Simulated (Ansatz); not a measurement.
`CS[SiH](C)Cl` → `CSC` + `[SiH]Cl` at 298.15 K and 1 bar (silylene formation by 1,1-elimination).

Calculated with Ansatz (gas phase, PBE0-D4/def2-TZVP geometries, no zero-point term in ΔE). CCSD(T)/CBS adds triple-zeta CCSD(T) − MP2 to the extrapolated MP2 energy (def2 sets, frozen cores). This one scheme is used for every species. Each species was taken in one conformer, which may not be the lowest.

| species | CCSD(T)/CBS energy (Eh) | H − E (kJ/mol) | S (J/(mol·K)) |
| --- | --- | --- | --- |
| `CS[SiH](C)Cl` | -1227.04847 | 252.7 | 380.8 |
| `CSC` | -477.48821 | 214.0 | 283.0 |
| `[SiH]Cl` | -749.43948 | 30.7 | 251.4 |

H − E and S are ideal-gas, rigid-rotor, harmonic terms from PBE0-D4/def2-TZVP, for one conformer and one mirror image of each species. 1 Eh = 2625.50 kJ/mol, R = 8.31446 J/(mol·K).

Task: By hand: ΔE, ΔH, ΔS and ΔG.

Result: ΔE = (-477.48821) + (-749.43948) − (-1227.04847) = 0.12078 Eh = 317.1 kJ/mol. Δ(H − E) = 214.0 + 30.7 − 252.7 = -8.0, so ΔH = 309.1 kJ/mol. ΔS = 283.0 + 251.4 − 380.8 = 153.6 J/(mol·K). ΔG = 309.1 − 298.15 × (153.6)/1000 = 263.3 kJ/mol.

Task: By hand: the equilibrium constant, and the temperature at which ΔG would vanish if ΔH and ΔS stayed fixed.

Result: log₁₀ K = −ΔG/(RT ln 10) = -46.1. ΔG = 0 at ΔH/ΔS = 2012 K.

The number of gas molecules changes by +1, which sets the sign of ΔS. A doubt of 5 kJ/mol in ΔE shifts log₁₀ K by 0.9 here. Other conformers and mirror images would add mixing entropy, several J/(mol·K) or more a flexible species. These are equilibria of isolated gas molecules and say nothing of rates. Largest T1 diagnostic: 0.013 (customary marks: 0.02 for closed shells, 0.045 for open ones).
